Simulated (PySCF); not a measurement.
# RuH under electron impact: the energy ladder

PBE0 in PySCF with def2-TZVPPD on every atom (core potentials on Ru), for the lowest determinant that a PBE0 search found; no spin–orbit coupling.

```
species  state (unpaired electrons)  Re (Å)  ωe (cm⁻¹)  energy of the minimum from the neutral (eV)  De (eV)    dissociates to
    RuH         quartet (σ ↑, δ ↑↑)   1.577       1990                                         0.00     2.63  H + Ru (4d7 5s1)
   RuH⁺    quintet (σ ↑, π ↑, δ ↑↑)   1.596       2016                                         8.14     1.99     H + Ru⁺ (4d7)
```

Question: Work out the lowest energy to break RuH into atoms, from its vibrational ground state.

Answer: D0 = De − ωe/2 = 2.63 − 0.12 = 2.51 eV (PBE0/def2-TZVPPD).

Question: Work out the ionisation energy of the Ru atom at this level and the threshold of dissociative ionisation.

Answer: IE(Ru) = 8.14 + 1.99 − 2.63 = 7.50 eV, so H + Ru⁺ (4d7) + e⁻ appears at D0 + IE(Ru) = 10.01 eV (PBE0/def2-TZVPPD). The measured IE(Ru) is 7.361 eV (NIST ASD).

These are thermodynamic thresholds; the onsets seen under electron impact lie higher where the geometry changes, and cross-sections peak well above them.

The metal atom is held in its measured ground configuration; semilocal functionals can put another filling of s and d lower by some tenths of an eV, and De to that atom would be smaller. Spin–orbit coupling is left out, which matters for elements this heavy, above all for dissociation energies. For an ion De counts to the pair picked by the measured ionisation energies or electron affinities, which need not be the lowest pair at this level. The state is the lowest single determinant that the PBE0 search found; with open d or f shells the true ground state can be another one.
